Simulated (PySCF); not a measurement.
**How methods differ on the electron affinity of Se**

Se⁻ [Ar] 3d10 4s2 4p5 (2P) → Se [Ar] 3d10 4s2 4p4 (3P), as a difference of total energies. Computed with PySCF 2.14 in x2c-TZVPPall with one added diffuse shell each of s, p, d type (7s6p5d1f, 57 functions), with scalar relativity by spin-free X2C-1e. Correlated levels: valence: [Ar] 3d10 frozen; valence and next inner shell: [Ne] frozen. The calculations carry no spin-orbit coupling.

```tsv
method	electron affinity (eV)
UHF	0.929
LDA	2.345
PBE	2.087
PBE0	2.011
r2SCAN	2.065
r2SCANh	2.044
M06-2X	1.928
wB97M-V	1.998
B3LYP	2.160
MP2 (valence)	1.803
SCS-MP2 (valence)	1.798
MP2 (valence and next inner shell)	1.836
SCS-MP2 (valence and next inner shell)	1.817
```

Q: How much does correlation contribute at MP2 (valence and next inner shell)?

A: 1.836 − (0.929) = 0.907 eV, measured against UHF.

A first-order spin-orbit estimate (lowest level to lowest level, LS coupling) adds -0.015 eV.

Errors of the correlated levels include the incompleteness of this basis and the frozen core.

In the anion the highest occupied orbital energy is positive at LDA, PBE, PBE0, r2SCAN, r2SCANh, B3LYP, a self-interaction effect; the basis confines that electron, and the energy difference can still be sensible.

For comparison: 2.021 eV (measured; photodetachment measurements, as compiled on the Wikipedia data page of electron affinities).
